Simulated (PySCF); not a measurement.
This script is equivalent to a calculation on Ne (neon, neutral).

```python
from pyscf import gto, scf, dft, mp, cc
import basis_set_exchange as bse
mol = gto.M(atom="Ne 0 0 0", charge=0, spin=0, symmetry="D2h",
            basis=gto.basis.parse(bse.get_basis("aug-cc-pVDZ", elements=["Ne"], fmt="nwchem", header=False)))
mf = dft.UKS(mol, xc="B88,P86")
mf.irrep_nelec = {'Ag': (2, 2), 'B1u': (1, 1), 'B2u': (1, 1), 'B3u': (1, 1)}
mf.kernel()
```

**Question.** What total energy does it give?

**Answer.** -128.922 hartree (calculated).

**Question.** Which occupied shell lies highest, and where?

**Answer.** 2p, at -13.465 eV.
